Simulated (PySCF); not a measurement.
Si(Me)2(OH)(PH2) (C2H9OPSi), SMILES C[Si](C)(O)P.

Coordinates come from a B3LYP-D3(BJ)/def2-SVP optimisation. The values are those of a single conformer.

The numbers are results of PBE/def2-TZVP in PySCF, not measurements.

The molecule is in vacuum.

```yaml
total_energy: -787.34998 hartree
highest_occupied_level: -6.05 eV
lowest_empty_level: -0.51 eV
orbital_gap: 5.54 eV
dipole_moment: 2.57 D
quadrupole, principal values (traceless, Buckingham form, about the centre of nuclear charge): -6.04, 0.59, 5.44 D·Å
mean_static_polarisability: 83.1 bohr³ (12.32 Å³)
polarisability_principal_values: 73.6, 80.5, 95.3 bohr³
```
